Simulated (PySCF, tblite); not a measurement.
A set of runs on `C=C(F)OCOCF`; the geometry of each is named by its level. Settings lines and outputs come from a driver script.

Species: C4H6F2O2.
Bonds: C1–C2 (double), C2–F3, C2–O4, O4–C5, C5–O6, O6–C7, C7–F8. Hydrogens: H9, H10 on C1; H11, H12 on C5; H13, H14 on C7.

Step 1: GFN2-xTB geometry optimisation, gas phase (tblite 0.8.0) (from a force-field or distance-geometry start)
```json
{"job": {"kind": "relax", "xc": "GFN2-xTB", "basis": "xTB"}, "charge": 0, "multiplicity": 1}
```
```
step      E/eV     max force
  0    -794.19747    1.768
  1    -794.30090    0.741
  2    -794.33303    0.627
...
 64    -794.39816    0.017
 65    -794.39819    0.011
 66    -794.39820    0.010
 67    -794.39821    0.010
 68    -794.39822    0.008
```

Energy lowered by 4.6 kcal/mol over 68 steps; largest atomic force 0.008 eV/Å at the end. «max force» is the largest atomic force in eV/Å.

On one thread, Arm Neoverse N1 (aarch64), shared host, this took 0.49 s wall.

Step 2: GFN2-xTB harmonic vibrations, gas phase (tblite 0.8.0) (on the GFN2-xTB geometry)
```json
{"job": {"kind": "ir", "xc": "GFN2-xTB", "basis": "xTB"}, "charge": 0, "multiplicity": 1}
```
```
(table of modes left out)
```

36 modes from 28 to 3208 cm⁻¹ (unscaled, harmonic); zero-point energy 61.8 kcal/mol; all wavenumbers are real at this level.

Hardware: Arm Neoverse N1, one thread, shared host with 32 logical CPUs at a one-minute load of 23. Cost: 0.53 s wall.

Step 3: TDDFT PBE0/def2-SVPD, vertical, gas phase, core orbitals frozen in the response (PySCF 2.14.0, density-fitted response routines) (on the GFN2-xTB geometry)
```json
{"job": {"kind": "uv", "xc": "PBE0", "basis": "def2-SVPD", "nstates": 8, "ntriplets": 3}, "charge": 0, "multiplicity": 1}
```
```
...
Static polarisability (au): isotropic 61.709, principal 48.267 57.045 79.815
Singlet excitations
state   eV       nm        f      main configurations
  1   6.3690    194.7   0.03005   H->L 0.88
  2   7.1855    172.5   0.35217   H->L+1 0.71, H->L+2 0.11
  3   7.2313    171.5   0.06624   H->L+3 0.77, H->L+1 0.09
  4   7.4020    167.5   0.05233   H->L+2 0.71, H->L+1 0.09
  5   7.7066    160.9   0.00658   H->L+4 0.88
  6   7.7437    160.1   0.00349   H->L+5 0.62, H->L+6 0.13, H->L+9 0.09
  7   8.0897    153.3   0.00139   H->L+6 0.68, H->L+5 0.21
  8   8.4237    147.2   0.00077   H->L+7 0.81
Triplet excitations (Tamm-Dancoff, eV): 4.4716 6.1934 7.0863
```

HOMO -7.04 eV, LUMO 0.50 eV; lowest singlet 6.37 eV; lowest triplet 4.47 eV (Tamm–Dancoff); mean polarisability 61.7 au.

Hardware: an Arm Neoverse N1 with one thread, on a shared host. Cost: 67 s of wall time (grids of density and orbitals included), 0.84 GiB resident at most.

Geometry of the electronic-property runs (GFN2-xTB):
```
atom  x, y, z in Å
C1    -2.6504   -0.9015   -0.4797
C2    -1.7237    0.0087   -0.2469
F3    -2.0417    1.1924    0.3200
O4    -0.4189   -0.1300   -0.5248
C5     0.4488    0.9476   -0.2041
O6     1.7146    0.6555   -0.6943
C7     2.3686   -0.3700   -0.0455
F8     2.7382    0.0178    1.2196
H9    -3.6728   -0.7084   -0.2242
H10   -2.3896   -1.8378   -0.9290
H11    0.1314    1.8678   -0.7087
H12    0.4611    1.1041    0.8869
H13    1.7476   -1.2691    0.0735
H14    3.2861   -0.5773   -0.6044
```

 (This holds for the electronic-property runs.)

One conformer stands for the species.
